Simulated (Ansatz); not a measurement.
`FB1CS1` + `[NH2][Mg][Cl]` → `ClB1CS1` + `[NH2][Mg][F]` at 700 K and 1 bar (redistribution).

Isolated molecules relaxed with PBE0-D4/def2-TZVP in Ansatz; ΔE leaves out vibrations. CCSD(T)/CBS adds triple-zeta CCSD(T) − MP2 to the extrapolated MP2 energy (def2 sets, frozen cores). For Mg outer-core shells are correlated without core-valence functions, which leaves a few kJ/mol of doubt a bond. One conformer a species, not always the lowest.

```csv
species,CCSD(T)/CBS energy (Eh),H − E (kJ/mol),S (J/(mol·K))
`FB1CS1`,-561.66504,136.4,350.0
`[NH2][Mg][Cl]`,-715.67895,114.1,356.4
`ClB1CS1`,-921.63854,134.6,364.1
`[NH2][Mg][F]`,-355.68386,114.6,343.0
```

H − E and S are ideal-gas, rigid-rotor, harmonic terms from PBE0-D4/def2-TZVP, for one conformer and one mirror image of each species. 1 Eh = 2625.50 kJ/mol, R = 8.31446 J/(mol·K).

Q: By hand: ΔE, ΔH, ΔS and ΔG.

A: ΔE = (-921.63854) + (-355.68386) − (-561.66504) − (-715.67895) = 0.02159 Eh = 56.7 kJ/mol. Δ(H − E) = 134.6 + 114.6 − 136.4 − 114.1 = -1.3, so ΔH = 55.4 kJ/mol. ΔS = 364.1 + 343.0 − 350.0 − 356.4 = 0.7 J/(mol·K). ΔG = 55.4 − 700 × (0.7)/1000 = 54.9 kJ/mol.

Q: By hand: the equilibrium constant, and the temperature at which ΔG would vanish if ΔH and ΔS stayed fixed.

A: log₁₀ K = −ΔG/(RT ln 10) = -4.1. ΔG = 0 at ΔH/ΔS = 79143 K, far beyond where these terms or the molecules hold.

The number of gas molecules stays the same, so ΔS is small and ΔH decides. A doubt of 5 kJ/mol in ΔE shifts log₁₀ K by 0.4 here. Other conformers and mirror images would add mixing entropy, several J/(mol·K) or more a flexible species. These are equilibria of isolated gas molecules and say nothing of rates. Largest T1 diagnostic: 0.014 (customary marks: 0.02 for closed shells, 0.045 for open ones).
